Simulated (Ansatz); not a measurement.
Ansatz (an electronic-structure program) input (BHLYP/def2-TZVPD):

Ansatz 0.2 input:
```yaml
crystal:
  periodic: [false, false, false]
  atoms:
    - {symbol: C, position_ang: [-0.14691225, 1.56741891, 0.18575105]}
    - {symbol: C, position_ang: [-0.45847107, 0.07547141, 0.24834238]}
    - {symbol: C, position_ang: [-1.77110868, -0.26198331, -0.43541783]}
    - {symbol: O, position_ang: [0.54512750, -0.70627215, -0.39681411]}
    - {symbol: C, position_ang: [1.76934774, -0.78791294, 0.29703787]}
    - {symbol: H, position_ang: [0.78603706, 1.80988591, 0.69548422]}
    - {symbol: H, position_ang: [-0.94322050, 2.14075226, 0.66406923]}
    - {symbol: H, position_ang: [-0.06559667, 1.88904939, -0.85454629]}
    - {symbol: H, position_ang: [-0.51084391, -0.23386344, 1.30337260]}
    - {symbol: H, position_ang: [-1.72800112, 0.01854653, -1.48959199]}
    - {symbol: H, position_ang: [-1.96904045, -1.33210914, -0.37333467]}
    - {symbol: H, position_ang: [-2.59774779, 0.27537419, 0.03202247]}
    - {symbol: H, position_ang: [2.30212851, 0.16941842, 0.32279990]}
    - {symbol: H, position_ang: [2.38745702, -1.51387904, -0.22963869]}
    - {symbol: H, position_ang: [1.62067361, -1.13096219, 1.32959525]}
basis:
  gaussian:
    orbitals: def2-TZVPD
hamiltonian:
  xc: {name: BHLYP}
output: {forces: true}
```

End of the output:

```
integrals: 0.21 GiB planned
1633 factors; their error is unknown
0.43 GiB of the device are held for the grids
1.65 GiB of device memory are held for the factors and their scratch space
mean field: 1.96 GiB planned
mean field evaluation 1: about -6349.6035 eV, gradient 5.7e1 eV
mean field evaluation 2: about -6351.2912 eV, gradient 5.0e1 eV
mean field evaluation 4: about -6356.7357 eV, gradient 2.7e0 eV
mean field evaluation 8: about -6356.7492 eV, gradient 2.4e-2 eV
mean field evaluation 16: about -6356.7450 eV, gradient 1.7e-4 eV
mean field -6356.74501720 eV, -233.6060706255 hartree, gradient 5.0e-5 eV, S^2 0.000000; 0 other end points of the search recorded, 0 dependent functions left out
the calculation of the forces begins
reference -6356.74523252 eV, -233.6060785383 hartree; 21, 21 occupied and 257, 257 virtual orbitals, 1633 factors
Total energy: -6356.74523252 eV, -233.6060785383 hartree
Atom 0 at    -0.146912     1.567419     0.185751 Å, force     0.007946    -0.027830    -0.028490 eV/Å
Atom 1 at    -0.458471     0.075471     0.248342 Å, force     0.157233    -0.162571    -0.087991 eV/Å
Atom 2 at    -1.771109    -0.261983    -0.435418 Å, force     0.018323     0.007827    -0.006064 eV/Å
Atom 3 at     0.545127    -0.706272    -0.396814 Å, force     0.089464     0.324995     0.561204 eV/Å
Atom 4 at     1.769348    -0.787913     0.297038 Å, force    -0.155967    -0.016465    -0.103530 eV/Å
Atom 5 at     0.786037     1.809886     0.695484 Å, force    -0.217632    -0.056720    -0.117574 eV/Å
Atom 6 at    -0.943221     2.140752     0.664069 Å, force     0.175579    -0.142055    -0.108168 eV/Å
Atom 7 at    -0.065597     1.889049    -0.854546 Å, force    -0.019534    -0.068883     0.239127 eV/Å
Atom 8 at    -0.510844    -0.233863     1.303373 Å, force     0.021137     0.070745    -0.293063 eV/Å
Atom 9 at    -1.728001     0.018547    -1.489592 Å, force    -0.009928    -0.066579     0.243158 eV/Å
Atom 10 at    -1.969040    -1.332109    -0.373335 Å, force     0.048017     0.248819    -0.012569 eV/Å
Atom 11 at    -2.597748     0.275374     0.032022 Å, force     0.186663    -0.120740    -0.101113 eV/Å
Atom 12 at     2.302129     0.169418     0.322800 Å, force    -0.167006    -0.255754    -0.029576 eV/Å
Atom 13 at     2.387457    -1.513879    -0.229639 Å, force    -0.154854     0.181435     0.134320 eV/Å
Atom 14 at     1.620674    -1.130962     1.329595 Å, force     0.020557     0.083776    -0.289671 eV/Å
Dipole moment:     0.022450     0.137413     0.238389 e Å
```
